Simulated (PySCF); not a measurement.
Two-component Hartree-Fock for Rh(41+) (rhodium, charge +41)

Start: [He] 2s2. Calculated with PySCF 2.14 in an uncontracted even-tempered set (17 s from 4.8 bohr⁻², ratio 2.6; 12 p from 6.2 bohr⁻², ratio 2.6; 7 d from 6.4 bohr⁻², ratio 2.8; 4 f from 120 bohr⁻², ratio 2.8): generalised Hartree-Fock with the X2C-1e Hamiltonian and a Gaussian nucleus; spin-orbit coupling (SO) screened by Boettger's factors.

```tsv
spinor shell	electrons	ε, screened SO (eV)	weight of nominal j (screened SO)	rms radius, screened SO (bohr)
1s1/2	2	-27031.4	1.000	0.0371
2s1/2	2	-6441.7	1.000	0.144
```

| quantity | screened SO |
| --- | --- |
| E (hartree) | -2533.13018 |
| M_J | 0 |
| ⟨J²⟩ | 0.000 |
| ⟨L²⟩ | 0.000 |
| ⟨S²⟩ | 0.000 |

Breit and QED terms are absent; they matter most for the inner s and p1/2 levels.

Densities and radii are taken from the X2C orbitals without a picture-change correction, which distorts them close to the nucleus.
